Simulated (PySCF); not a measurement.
```xyz
5
charge 0 multiplicity 6, angstrom
Ir    0.0000    0.0000    0.0000
Cl    1.3369    1.3369    1.3369
Cl    1.3369   -1.3369   -1.3369
Cl   -1.3369   -1.3369    1.3369
Cl   -1.3369    1.3369   -1.3369
```

All numbers come from PySCF, UPBE, basis Ir def2-SVP with ECP60, Cl def2-SVP (scalar-relativistic core potentials, no spin–orbit coupling, density fitting).

This geometry of IrCl₄ is a stationary point at this level.

(1) What is the point group?

(2) Is it a minimum?

(3) Which band is strongest in the infrared?

(4) Give the atomic charges and bond orders.

Results:

(1) Td.

(2) Yes: all harmonic wavenumbers are real.

(3) 327 cm⁻¹ (t2), 78 km/mol.

(4) 
```json
{"atom": "Ir1", "Mulliken": "0.52", "Löwdin": "-0.54", "polar tensor": "1.10", "spin (Mulliken)": "2.64", "Mayer order to Ir1": "–"}
{"atom": "Cl2,3,4,5", "Mulliken": "-0.13", "Löwdin": "0.14", "polar tensor": "-0.27", "spin (Mulliken)": "0.59", "Mayer order to Ir1": "1.08"}
```

Other isomers or separated fragments may lie lower. Other spin states or occupations of the open shell can lie lower. At this level a quartet minimum of D4h symmetry lies 107 kJ/mol below this structure. Spin–orbit coupling, left out here, can matter for elements this heavy.
